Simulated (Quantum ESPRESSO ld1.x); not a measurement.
Coherent X-ray form factor from a spherical all-electron density. Method: scalar-relativistic Kohn-Sham, LDA (Slater exchange, Perdew-Zunger correlation), spin-polarised, spherical densities, point nucleus; computed with ld1.x of Quantum ESPRESSO 7.5.

sin(theta)/lambda (1/angstrom),f0 (electrons)
0.05,5.907
0.1,5.644
0.15,5.247
0.2,4.768
0.25,4.260
0.3,3.766
0.4,2.924
0.5,2.331
0.6,1.953
0.8,1.569
1,1.375
1.25,1.183
1.5,0.998
2,0.674

The species is in the configuration that NIST lists as its ground one. Which atom or ion scatters so?

Answer. The oxygen ion O2+, [He] 2s2 2p2. Extrapolating in s^2 from the first two rows gives f0(0) = 6.0, near the electron count 6; among species with that count, the fall with angle is slower the higher Z, and the table is that of Z = 8; from so few rows the species is fixed only to a neighbour or two.
